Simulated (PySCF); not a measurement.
Compound: C7H10N2Si.
SMILES with atom numbers: `[CH:1]#[C:2][CH2:3][Si@@H:4]1[CH2:5][C@H:6]([C:7]#[N:8])[CH2:9][NH:10]1`

NICS = −σ at a ghost point: NICS(0) at the centroid of the ring atoms, NICS(1) 1 Å to either side along the normal of their mean plane, zz for the tensor component along that normal. Level: GIAO PBE0/pcSseg-1 (PySCF, non-relativistic, gas phase) on the GFN2-xTB geometry, one conformer.

Ring bond lengths (Å), with Mayer bond orders in brackets: Si4–C5 1.907 (0.87), C5–C6 1.535 (1.00), C6–C9 1.536 (0.99), C9–N10 1.444 (0.98), N10–Si4 1.717 (1.00).

Problem. What do the NICS probes read (ppm)?

Solution. 
```
            ring                                                    type  NICS(0)  NICS(1), two faces  NICS(1)zz, two faces  rms pucker (Å)  centre to ring atoms, mean (Å)
Si4–C5–C6–C9–N10  5-membered ring with N and Si; formal bonds all single     -6.4         -3.1 / -3.6           -4.1 / -3.7            0.17                            1.36
```

Problem. What do they say, and how far can they be read as aromaticity?

Solution. 
- Si4–C5–C6–C9–N10: mean NICS(1)zz -3.9 ppm, shielded. Si4, C5, C6, C9 have four or more neighbours, and the NICS criterion for π rings isn't applied.

Problem. What is the mean of the two in-plane components of NICS at the first NICS(1) probe listed for ring Si4–C5–C6–C9–N10, 1 Å off the ring?

Solution. The isotropic value is a third of the trace: (3 × -3.1 − (-4.1))/2 = -2.6 ppm.

Problem. What are the shieldings of the ring atoms and their hydrogens in the same run (means over atoms taken as equivalent)?

Solution. 
| atoms | environment | σ isotropic (ppm) | principal values of the symmetric part, first atom (ppm) |
| --- | --- | --- | --- |
| Si4 | SiH silicon | 358.1 | 330.2, 357.2, 387.0 |
| C5 | sp3 carbon bound to silicon | 169.9 | 155.4, 164.8, 189.3 |
| C6 | sp3 carbon next to a nitrile | 158.9 | 151.4, 157.7, 167.7 |
| C9 | sp3 carbon bound to nitrogen | 133.4 | 112.1, 134.3, 153.8 |
| N10 | silicon-bound nitrogen | 235.1 | 200.8, 230.7, 273.8 |
| H on Si4 | Si–H hydrogen | 26.64 | 22.9, 24.5, 32.6 |
| H on C5 | methylene hydrogen | 30.69 | 25.6, 27.8, 38.7 |
| H on C5 | methylene hydrogen | 30.61 | 27.0, 28.2, 36.7 |
| H on C6 | methine hydrogen | 28.79 | 24.2, 26.1, 36.1 |
| H on C9 | methylene hydrogen | 28.42 | 22.8, 26.5, 36.0 |
| H on C9 | methylene hydrogen | 28.08 | 23.6, 26.1, 34.5 |
| H on N10 | N–H hydrogen | 30.76 | 21.3, 28.6, 42.4 |

On Arm Neoverse N1, one thread, shared host, this took 88 s of wall time and 1.1 GiB of memory at its peak. This is the whole shielding run at PBE0/pcSseg-1, SCF included.
